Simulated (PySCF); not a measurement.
## Basis set benchmark on one molecule

Molecule: `CC(C)S(=O)(=O)Cl`, C₃H₇ClO₂S.

Geometry:
```json
{"atom": "C1", "x (Å)": "-0.393", "y (Å)": "1.436", "z (Å)": "0.225"}
{"atom": "C2", "x (Å)": "-0.270", "y (Å)": "0.048", "z (Å)": "-0.368"}
{"atom": "C3", "x (Å)": "-1.015", "y (Å)": "-1.047", "z (Å)": "0.366"}
{"atom": "S4", "x (Å)": "1.474", "y (Å)": "-0.402", "z (Å)": "-0.574"}
{"atom": "O5", "x (Å)": "1.568", "y (Å)": "-1.759", "z (Å)": "-1.071"}
{"atom": "O6", "x (Å)": "2.181", "y (Å)": "0.689", "z (Å)": "-1.211"}
{"atom": "Cl7", "x (Å)": "2.109", "y (Å)": "-0.445", "z (Å)": "1.438"}
{"atom": "H8", "x (Å)": "0.197", "y (Å)": "2.166", "z (Å)": "-0.345"}
{"atom": "H9", "x (Å)": "-1.449", "y (Å)": "1.742", "z (Å)": "0.203"}
{"atom": "H10", "x (Å)": "-0.051", "y (Å)": "1.445", "z (Å)": "1.271"}
{"atom": "H11", "x (Å)": "-0.559", "y (Å)": "0.060", "z (Å)": "-1.435"}
{"atom": "H12", "x (Å)": "-0.688", "y (Å)": "-1.106", "z (Å)": "1.415"}
{"atom": "H13", "x (Å)": "-0.856", "y (Å)": "-2.024", "z (Å)": "-0.109"}
{"atom": "H14", "x (Å)": "-2.091", "y (Å)": "-0.820", "z (Å)": "0.352"}
```

Geometry PBE0-D3(BJ)/def2-SVP throughout; GIAO in PySCF, gas phase, one conformer, non-relativistic; equivalent atoms averaged; functional PBE0.

Reference values (measured; solution, not stated per compound (mostly CDCl3 or CCl4); Pretsch, Buehlmann, Badertscher, Structure Determination of Organic Compounds, 4th ed. (2009)): δ(C2) = 67.6 ppm, δ(C1/C3) = 17.1 ppm. Computed shifts are taken against TMS, calculated as an isolated molecule at each level.

Question: How do the basis sets STO-3G, 6-31G, 6-31G*, 6-311+G(2d,p) perform against the reference? Times are CPU seconds on 1 thread of an Arm Neoverse V1, shared host.

Answer: 
```
    basis set  functions    C2  C1/C3  mean abs. error C  core-s
       STO-3G         50  50.9   20.1                9.8     4.8
        6-31G         85  74.8   17.2                3.7     9.5
       6-31G*        120  66.9   16.4                0.7      13
6-311+G(2d,p)        247  72.9   17.4                2.8      35
```

For 13C the closest is 6-31G* (0.7 ppm) and the furthest STO-3G (9.8 ppm). Where a smaller basis beats a larger one, errors probably cancel. One molecule is a small sample, and vibrational and solvent effects are absent from the calculation.

A small basis that lands close on one nucleus may do so by chance; judge by the trend and by all nuclei.
